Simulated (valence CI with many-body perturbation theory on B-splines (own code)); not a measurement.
Results of a calculation; reference values are marked as such.
Hyperfine factors and g values of Lu XXI

Method: relativistic CI+MBPT: five valence electrons over a frozen Dirac-Fock core [Kr] 4d10, a basis of 7 s, 7 p, 7 d, 7 f, 4 g, 2 h functions for each j, with the one-electron correlation potential Σ1 (screened to all orders), the two-electron term Σ2, the three-electron term Σ3, Breit, model QED; selected single and double excitations, second order for the rest, scaled by the run's own slope (own B-spline code, finite nucleus).

No measured spectrum was set against this ion. As an estimate, terms of the open shell hold to a few per cent of their energy, and close levels can change places. Among the levels kept, up to 1000 cm⁻¹ of a level comes from second order outside the variational space, and about a tenth of that is noise between levels of different J, which matters for small intervals. Only levels of the ground parity were solved; by the run's estimate the other parity begins above the list, which can be wrong where configurations are misplaced.

A/g_I is the dipole constant over the nuclear g factor μ/I (μ in nuclear magnetons, uniformly magnetised nucleus), B/Q the quadrupole constant per barn. Both hold the static response of the core; the bare values leave it out. Large factors of s and p1/2 electrons are usually good to 5 to 10 %; those of open d and f shells near neutrality can be off by tens of per cent, and small factors of p3/2, d and f electrons come from cancelling terms and can be off by a factor of two or in sign, in half-filled shells by more. B is blank for J = 1/2, where it vanishes, and for nearly pure S terms. Energies count from the lowest level.

Names give the largest LS component (configuration and term), which can be under half, so a name can repeat, a term be missing and a line seem to break the LS rules; names also repeat where a configuration has a term twice. Letters in brackets count levels of one name in rising energy.

```
           Level  E (eV)       g  A/g_I (MHz)  A/g_I bare  B/Q (MHz/b)  B/Q bare
     4f⁵ ⁶H°_5/2  0.0000   0.349         4150        3260        -2580     -2220
     4f⁵ ⁶H°_7/2  0.7605   0.843         2450        2290        -2200     -1900
     4f⁵ ⁶H°_9/2   1.513   1.068         1710        1880        -2200     -1920
    4f⁵ ⁶H°_11/2   2.220   1.188         1360        1710        -2460     -2150
     4f⁵ ⁶F°_3/2   2.273   1.012         2330        2510         -350      -295
     4f⁵ ⁶F°_1/2   2.277  -0.591         8640        6620                       
     4f⁵ ⁶F°_5/2   2.373   1.226         1440        1900         -568      -492
    4f⁵ ⁶H°_13/2   2.869   1.256         1190        1660        -2900     -2550
     4f⁵ ⁶F°_7/2   3.011   1.355          776        1380         79.0      46.6
    4f⁵ ⁶H°_15/2   3.422   1.290         1140        1680        -3390     -2990
     4f⁵ ⁶F°_9/2   3.749   1.407          555        1220          767       628
    4f⁵ ⁶F°_11/2   4.495   1.429          502        1200         1550      1300
 4f⁵ ⁴G°_5/2 [a]   4.739   0.858         2700        2620        -2180     -1880
    4f⁵ ⁴M°_15/2   5.284   0.918         2330        2300         1530      1280
 4f⁵ ⁴F°_3/2 [a]   5.394   0.496         3810        3170         -177      -156
 4f⁵ ⁴I°_9/2 [a]   5.923   0.774         2750        2490        -1530     -1310
4f⁵ ⁴L°_13/2 [a]   5.976   0.939         2270        2270         -176      -175
4f⁵ ⁴K°_11/2 [a]   6.004   0.886         2410        2330         -883      -765
 4f⁵ ⁴G°_7/2 [a]   6.037   1.059         1890        2070        -2010     -1750
 4f⁵ ⁴P°_5/2 [a]   6.469   1.394          875        1580        -1890     -1630
    4f⁵ ⁴M°_17/2   6.499   0.999         2030        2120         2330      1980
4f⁵ ⁴K°_15/2 [a]   7.092   1.034         1890        2030         -344      -317
 4f⁵ ⁴G°_9/2 [a]   7.196   1.133         1620        1910        -1410     -1250
 4f⁵ ²P°_1/2 [a]   7.247   0.382         5910        5430                       
 4f⁵ ⁴F°_5/2 [a]   7.299   0.957         2260        2300          230       187
    4f⁵ ⁴M°_19/2   7.326   1.069         1820        2020         2640      2250
     4f⁵ ⁶P°_3/2   7.371   1.980        -2030        -632          427       353
4f⁵ ⁴L°_13/2 [b]   7.652   0.941         2160        2150         -911      -775
    4f⁵ ⁴L°_15/2   7.700   1.040         1890        2040         29.6      9.70
    4f⁵ ⁴M°_21/2   7.829   1.114         1720        1990         2850      2410
4f⁵ ⁴I°_11/2 [a]   7.904   0.969         2080        2120    -1.00e+03      -851
4f⁵ ⁴H°_11/2 [a]   7.960   1.077         1740        1940         -176      -156
 4f⁵ ⁴H°_7/2 [a]   8.160   1.015         1800        1880         61.9      44.8
    4f⁵ ⁴K°_13/2   8.233   0.999         2040        2130        -1210     -1040
 4f⁵ ⁴D°_7/2 [a]   8.243   1.141         1390        1650          650       556
    4f⁵ ⁴L°_17/2   8.247   1.053         1900        2080        -85.8     -84.3
 4f⁵ ²G°_9/2 [a]   8.297   1.109         1660        1910         1230      1050
     4f⁵ ⁶P°_5/2   8.620   1.502          344        1170        -1650     -1420
 4f⁵ ⁴F°_7/2 [a]   8.677   1.260         1120        1580          859       714
 4f⁵ ⁴D°_3/2 [a]   8.740   1.387          592        1230         -101     -75.7
```

(1) Take the isotope of mass number 175, with I = 7/2, μ = 2.2257 μN and Q = 3.49 b. What is the hyperfine structure of 4f⁵ ⁶F°_5/2?

Answers

(1) From the table A = 916 MHz, B = -1980 MHz. Shifts from the centre of gravity in MHz: F = 1: -11400, F = 2: -8970, F = 3: -5580, F = 4: -1470, F = 5: 3040, F = 6: 7520.
